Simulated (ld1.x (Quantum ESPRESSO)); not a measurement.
## S (Z = 16): TM pseudisation with PBE, fully relativistic reference atom.

- Element: S (Z = 16)
- Generator: ld1.x (Quantum ESPRESSO) 7.5
- Type: norm-conserving Troullier–Martins (Kleinman–Bylander form)
- Functional: PBE
- Relativity: fully relativistic
- Frozen core: [Ne]
- Valence charge: 6
- Reference configuration: 3s2 3p4
- Partial waves: 3s (bound): rc 1.00 bohr; 3d channel at -0.15 Ry: rc 1.15 bohr; 3p (bound): rc 1.25 bohr
- Local potential: the p channel
- Core correction: none

Open shells are filled in proportion to 2j + 1 (rel_dist='average').

Question: Does the generator finish with these settings?

Answer: Yes, a potential is produced.

Question: Estimate the cutoffs (Ry, on a coarse ladder) from which the occupation-weighted sum of valence levels, in a spherical-Bessel basis at the reference potential, stays within 10 and 1 mRy of its value at 400 Ry.

Answer: 90 Ry and 230 Ry.

Question: What does a ghost test show?

Answer: No extra level below or beside the all-electron valence levels (s, d3/2, d5/2, p1/2, p3/2, f tested).

Question: Which valence shell sets the plane-wave cutoff?

Answer: 3s: its level needs 160 Ry to come within 1 mRy, against 70 Ry for 3p.

Question: Tests: 3s2 3p3; 3s2 3p2; 3s2 3p1; 3s2 3p4.3; 3s2 3p0; 3s1 3p5; 3s2 3p3.5. Which has the largest error in its energy relative to the reference configuration, and how large is it?

Answer: 3s2 3p0, with +330 meV (all-electron minus pseudo) on +114.89 eV.
